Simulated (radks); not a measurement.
The numbers below are computed, except where a source is named.
Effect of the nuclear size on neutral zirconium, [Kr] 4d2 5s2. Level of theory: Dirac Kohn-Sham, BLYP, spin-unpolarised, spherical densities, finite nucleus; open shells are shared between the two j in proportion to 2j + 1; Fermi nuclear charge, rms radius 4.2694 fm (a radial shooting solver on a logarithmic mesh with Libxc functionals). The rms radius is varied about that value; shifts are against it.

rms radius (fm)  total energy shift (eV)  density at nucleus (e/bohr^3)  1s1/2 shift (meV)  2s1/2 shift (meV)  4s1/2 shift (meV)  4p1/2 shift (meV)
3.4924                            -0.363                      7.627e+04               -154              -16.1             -0.392              0.067
4.0517                            -0.108                      7.516e+04              -45.8              -4.81             -0.117              0.020
4.2694                                 0                      7.477e+04              0.000              0.000              0.000              0.000
4.5341                             0.139                      7.433e+04               58.6               6.16              0.150             -0.026
5.0507                             0.431                      7.355e+04                182               19.1              0.465             -0.080

Slopes of the eigenvalues against <r^2> in GHz/fm^2, as finite differences over the two radii next to the reference (eigenvalue slopes, not the field-shift constants of lines): 1s1/2 6100, 2s1/2 640, 4s1/2 15.6, 4p1/2 -2.67.
